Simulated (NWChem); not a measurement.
Molecule: AlSi₂H₆Cl; SMILES [SiH3][Al]([SiH3])[Cl]

```xyz
10

Al     0.0000     0.0000     0.0065
Cl     0.0000     0.0000     2.1278
Si    -2.2127     0.0035    -1.0554
H     -2.9537    -1.2530    -0.7129
H     -2.1130     0.0911    -2.5468
H     -3.0278     1.1633    -0.5716
Si     2.2127    -0.0035    -1.0554
H      2.1130    -0.0911    -2.5468
H      3.0278    -1.1633    -0.5716
H      2.9537     1.2530    -0.7129
```
Atoms are numbered in this order, from 1.

Coordinates come from a PBE0/def2-SVP optimisation.

Q: Give the principal values of the shielding tensors (ppm) of Al1, Cl2, Si3 from KT2/pcSseg-1, GIAO (NWChem), with their diamagnetic and paramagnetic parts as GIAO splits them.

A: 
| atom | σ11 | σ22 | σ33 | isotropic | diamagnetic | paramagnetic |
|---|---|---|---|---|---|---|
| Al1 | 64.8 | 337.3 | 338.3 | 246.8 | 797.7 | -551.0 |
| Cl2 | 440.8 | 726.2 | 1022.8 | 729.9 | 1150.6 | -420.7 |
| Si3 | 474.4 | 484.9 | 495.8 | 485.0 | 883.4 | -398.4 |
